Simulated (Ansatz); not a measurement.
Computed with Ansatz on PBE0-D4/def2-TZVP structures; ΔE is electronic, products minus reactants. CCSD(T)/CBS adds triple-zeta CCSD(T) − MP2 to the extrapolated MP2 energy (def2 sets, frozen cores). This one scheme is used for every species. Functionals use def2-TZVPP. B3LYP here is the variant with VWN-RPA as its local correlation; programs differ in this. For Br, Ga outer-core shells are correlated without core-valence functions, which leaves a few kJ/mol of doubt a bond. Scalar relativity is left out up to krypton. One conformer a species, not always the lowest.

Consider the formal exchange of groups at the Al–S bond: `[CH3][Al]([SH])[Br]` + `[GaH3]` → `[CH3][Al]([GaH2])[Br]` + H₂S.

CCSD(T)/CBS gives +0.92 eV.

Task: Another level gave +0.81 eV. Which?
A. B97M-V/def2-TZVPP
B. revPBE/def2-TZVPP
C. r2SCAN0-D4/def2-TZVPP
D. B3LYP-D4/def2-TZVPP

Result: B. revPBE 0.81, r2SCAN0-D4 0.97, B3LYP-D4 0.90, B97M-V 1.03 eV.

Largest T1 diagnostic among the species: 0.013.

From BLYP to BHLYP (50 % exact exchange), in def2-TZVPP and without D4, ΔE moves by +0.11 eV. Leaving LDA and LC-ωPBE aside and taking each functional with its dispersion term where it has one, the values, not all of them listed here, spread over 0.21 eV, from PBE-D4 to B97M-V. LDA lies +0.04 eV from PBE without D4.
